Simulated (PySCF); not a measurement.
# SMILES O=Cc1ccccc1[O-], [C7H5O2]-, charge -1

Geometry:
```csv
atom,x (Å),y (Å),z (Å)
O1,2.883,-1.669,-0.381
C2,2.312,-0.588,-0.267
C3,0.891,-0.372,-0.113
C4,0.024,-1.479,-0.083
C5,-1.344,-1.340,0.061
C6,-1.868,-0.029,0.180
C7,-1.056,1.081,0.156
C8,0.391,0.998,0.007
O9,1.116,2.012,-0.013
H10,2.896,0.366,-0.277
H11,0.492,-2.465,-0.180
H12,-2.006,-2.210,0.083
H13,-2.951,0.104,0.295
H14,-1.472,2.090,0.248
```

Total charge -1.

Method: TDDFT CAM-B3LYP/aug-cc-pVDZ excited states, vertical, gas phase in PySCF 2.14.0. Geometry: PBE0-D3(BJ)/def2-SVP.

For a gas-phase anion, states above the detachment energy (about 2.4 eV, taken as minus the energy of the highest occupied orbital) lie in the continuum and depend on the basis. Singlets 6 and 7 lie within 0.01 eV of each other, so their separate moments and overlaps can depend on how they mix.

Q: How strongly do the lowest singlets absorb one photon, and two photons of half the energy?

A: δ for parallel linear polarisation; σ at the peak of a Lorentzian of half width 0.1 eV, single beam; Ω is circular over linear.
```
state  E (eV)      f  photon λ (nm)  δ (au)  σ (GM)     Ω                                    main
   S1    3.41  0.165            728    73.2    0.31  1.17                        HOMO→LUMO+3 0.97
   S2    3.43  0.002            724     194    0.84  1.50                          HOMO→LUMO 0.93
   S3    3.61  0.000            686    0.24    0.00  1.50  HOMO−1→LUMO+3 0.81, HOMO−3→LUMO+3 0.10
   S4    3.86  0.007            643     166    0.91  1.50                        HOMO→LUMO+1 0.92
   S5    4.09  0.000            606    77.1    0.47  1.50                        HOMO→LUMO+2 0.80
   S6    4.45  0.000            557     131    0.95  1.50      HOMO→LUMO+4 0.57, HOMO→LUMO+5 0.20
```
